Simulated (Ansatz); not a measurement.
```xyz
5

Ge    0.0000    0.0000    0.0000
H     0.9585    0.9585    0.9585
H     0.9585   -0.9585   -0.9585
H    -0.9585    0.9585   -0.9585
H    -0.9585   -0.9585    0.9585
```

Basis set: cc-pVDZ (spherical functions). Correlated methods keep 9 orbitals frozen. Charge 0, multiplicity 1.

Computed with Ansatz (development build ahead of 0.2.0); each method stands on the lowest determinant of its kind that the runs found. Restricted open shells among the atoms or ions are ROHF, correlated in semicanonical orbitals with singles.

Problem. Give the atomization energy at this shape (free ground-state atoms in the same class of orbitals less the molecule, no zero-point energy) of singlet GeH₄ by RHF-MP2, RHF.

Solution.

```json
{"method": "RHF-MP2", "atomization energy": "11.27 eV"}
{"method": "RHF", "atomization energy": "9.24 eV"}
```

Caution: the shape is not the minimum.
